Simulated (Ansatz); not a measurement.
`C[CH2][GeH]([OH])[OH]` + `C=CC(=C)Cl` → `[OH][GeH]([OH])[Cl]` + `C=CC(=C)CC`  (formal exchange of groups at a Ge–C bond)

Computed with Ansatz on PBE0-D4/def2-TZVP structures; ΔE is electronic, products minus reactants. CCSD(T)/CBS adds triple-zeta CCSD(T) − MP2 to the extrapolated MP2 energy (def2 sets, frozen cores). Functionals use def2-TZVPP. For Ge outer-core shells are correlated without core-valence functions, which leaves a few kJ/mol of doubt a bond. Scalar relativity is left out up to krypton. One conformer a species, not always the lowest.

```tsv
level	ΔE (kJ/mol)
PBE0-D4	-118.0
ωB97X-V	-119.6
ωB97M-V	-119.9
HF/def2-TZVPP	-136.4
MP2/def2-TZVPP	-119.7
HF/def2-QZVPP	-137.1
SCS-MP2/def2-QZVPP	-118.8
MP2/CBS(def2)	-116.6
```

**Question.** What does CCSD(T)/CBS give? (An estimate is asked.)

**Answer.** Ansatz gave: -115.6 kJ/mol. The listed levels differ from it by -2.4, -4.0, -4.3, -20.8, -4.1, -21.5, -3.2, -1.0 kJ/mol.

Largest T1 diagnostic among the species: 0.011.

From PBE to PBE0 (25 % exact exchange), in def2-TZVPP and without D4, ΔE moves by −7.5 kJ/mol. In def2-TZVPP, CCSD(T) changes the Hartree–Fock value by +17.7 kJ/mol (the triples alone add +2.0 kJ/mol) and MP2 by +16.7 kJ/mol.
